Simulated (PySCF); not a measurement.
## Simulated absorption spectrum

Species: monofluorogermane, FGeH₃.
Bonds: F1–Ge2. Hydrogens: H3, H4, H5 on Ge2.

The calculation used TDDFT CAM-B3LYP/aug-cc-pVTZ, vertical, gas phase, core orbitals frozen in the response in PySCF 2.14.0, density-fitted response routines. Geometry: PBE0-D3(BJ)/def2-TZVP; no solvent, vibrations or thermal averaging. Relativistic effects, spin–orbit coupling among them, are left out although an element past zinc is present.

Broadening: Gaussians 0.4 eV wide at half height, area fixed by f = 4.319×10⁻⁹ ∫ε dν̃. The width is an assumption, not a result. The curve ends short of the highest state used, and states not computed would add to its high-energy end.

| E (eV) | ε (L mol⁻¹ cm⁻¹) |
| --- | --- |
| 7.10 | 0 |
| 7.14 | 0 |
| 7.18 | 0 |
| 7.21 | 0 |
| 7.25 | 0 |
| 7.29 | 0 |
| 7.33 | 0 |
| 7.37 | 0 |
| 7.41 | 0 |
| 7.45 | 0 |
| 7.49 | 1 |
| 7.53 | 1 |
| 7.57 | 1 |
| 7.61 | 1 |
| 7.65 | 1 |
| 7.69 | 1 |
| 7.73 | 1 |
| 7.77 | 1 |
| 7.81 | 1 |
| 7.85 | 2 |
| 7.89 | 4 |
| 7.93 | 8 |
| 7.97 | 19 |
| 8.01 | 44 |
| 8.05 | 97 |
| 8.09 | 203 |
| 8.13 | 403 |
| 8.17 | 757 |
| 8.21 | 1345 |
| 8.25 | 2261 |
| 8.29 | 3596 |
| 8.33 | 5409 |
| 8.37 | 7699 |
| 8.41 | 10366 |
| 8.45 | 13205 |
| 8.49 | 15914 |
| 8.53 | 18144 |
| 8.57 | 19571 |
| 8.60 | 19973 |
| 8.64 | 19552 |
| 8.68 | 18106 |
| 8.72 | 15863 |
| 8.76 | 13148 |
| 8.80 | 10310 |
| 8.84 | 7649 |
| 8.88 | 5368 |
| 8.92 | 3565 |
| 8.96 | 2240 |
| 9.00 | 1333 |
| 9.04 | 755 |
| 9.08 | 414 |
| 9.12 | 235 |
| 9.16 | 168 |
| 9.20 | 185 |
| 9.24 | 280 |
| 9.28 | 464 |

Question: Locate the maxima and give the states behind the curve.

Answer: 144 nm (8.60 eV), ε about 20000, made up of S3 (50%) and S4 (50%) (ε in L mol⁻¹ cm⁻¹; maxima over ε = 5, shares over 10%). At its high-energy end, 9.28 eV, the curve is still rising (ε about 460, from S6 and S7). The states used: S1 7.70 eV (f 0.0000); S2 7.70 eV (f 0.0000); S3 8.60 eV (f 0.148); S4 8.61 eV (f 0.148); S5 9.20 eV (f 0.0000); S6 9.66 eV (f 0.042); S7 9.66 eV (f 0.042); S8 9.77 eV (f 0.0003); S9 9.88 eV (f 0.0038); S10 9.88 eV (f 0.0039).

Question: Coming from long wavelengths, where does ε first pass 100 L mol⁻¹ cm⁻¹?

Answer: At about 154 nm (8.05 eV), 0.36 eV above S1.

Question: What would ε be at 8.60 eV, the highest of these maxima, with half the width (0.2 eV)?

Answer: About 39900 L mol⁻¹ cm⁻¹ against 20000, a factor of about 2.00; a lone state at its own centre would give exactly 2.
